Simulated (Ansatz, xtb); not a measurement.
**A geometry optimisation of AlClH2InN with r2SCAN-D4/def2-SVP**

The starting geometry of this gas-phase singlet was built from a drawn formula by distance geometry; its bonds are those of `[NH2][In]([Al])[Cl]`.

```xyz
6

Al    0.7999    2.8068   -0.1370
Cl    2.0383    0.8627    3.0478
In    0.2433    0.9967    1.8234
N    -2.0005    0.9957    2.4514
H    -2.2969    0.2468    1.7609
H    -2.4583    1.8702    2.3832
```

Q: Predict what it relaxes into with r2SCAN-D4/def2-SVP.

A: A new bond forms, giving a structure given below by its coordinates. Distances that change by over a tenth: Al1–In3 (2.73 → 3.03 Å), Cl2–In3 (2.18 → 2.99 Å), In3–N4 (2.33 → 2.06 Å). Contacts that close: Al1–Cl2 (3.93 → 2.26 Å).

The energy falls by 2.60 eV over 22 steps:

```json
{"step": "1", "E − E(last) (eV)": "2.596"}
{"step": "3", "E − E(last) (eV)": "1.418"}
{"step": "6", "E − E(last) (eV)": "1.267"}
{"step": "8", "E − E(last) (eV)": "1.056"}
{"step": "10", "E − E(last) (eV)": "0.607"}
{"step": "13", "E − E(last) (eV)": "0.081"}
{"step": "15", "E − E(last) (eV)": "0.028"}
{"step": "17", "E − E(last) (eV)": "0.010"}
{"step": "20", "E − E(last) (eV)": "0.000"}
{"step": "22", "E − E(last) (eV)": "0.000"}
```

Final geometry (Å):

```xyz
6

Al    2.1565    2.2208    0.4340
Cl    1.5422    1.8190    2.5664
In   -0.7611    1.4674    0.7001
N    -1.9687    0.8504    2.2464
H    -2.9529    0.6080    2.1583
H    -1.6903    0.8134    3.2245
```

From the same start GFN2-xTB ends elsewhere, differing in Al1–N4 (1.90 against 4.71 Å here), Cl2–In3 (2.69 against 2.99 Å here), In3–N4 (2.61 against 2.06 Å here).

No frequencies were run, so the end isn't proven a minimum. Atoms past krypton carry core potentials, without spin–orbit terms. Run with Ansatz 0.2.0, 55 s on 1 thread of Intel(R) Xeon(R) 6975P-C (Granite Rapids), with other jobs on the host.
